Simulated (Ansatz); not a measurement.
Input file for Ansatz (a quantum-chemistry and plane-wave program): U-CCSD(T)/def2-SVP on GeH4Zn (SMILES [ZnH][GeH3]), a point of a bond scan (R = 4.202 Å). The run froze 23 orbitals, filled d shells among them.

Ansatz 0.2 input:
```yaml
crystal:
  periodic: [false, false, false]
  atoms:
    - {symbol: Zn, position_ang: [-0.79249733, -0.19044021, -0.99305159]}
    - {symbol: H, position_ang: [-3.38436616, -0.81327643, -4.24083475]}
    - {symbol: Ge, position_ang: [0.69802652, 0.16773850, 0.87467341]}
    - {symbol: H, position_ang: [1.76167600, -0.94503435, 1.00571768]}
    - {symbol: H, position_ang: [1.47615712, 1.49788516, 0.76508854]}
    - {symbol: H, position_ang: [-0.04731304, 0.21384363, 2.22712655]}
basis:
  gaussian:
    orbitals: def2-SVP
correlation: {method: ccsd_t, electrons: outside_noble_gas}
scf: {omitted_lower_state_checks: [cluster_reference]}
magnetization: {spin_polarized: true, initial_magnetization: 0}
```

Problem. Give the final energy of this run.

Solution. -3855.2840 hartree (reference determinant -3854.8768, T1 diagnostic 0.014). Its determinant has ⟨S²⟩ = 1.00, a mixture of spin states.

Problem. How many basis functions does it have, and what does it roughly cost on one machine?

Solution. 83 functions; very roughly 11 core-seconds.
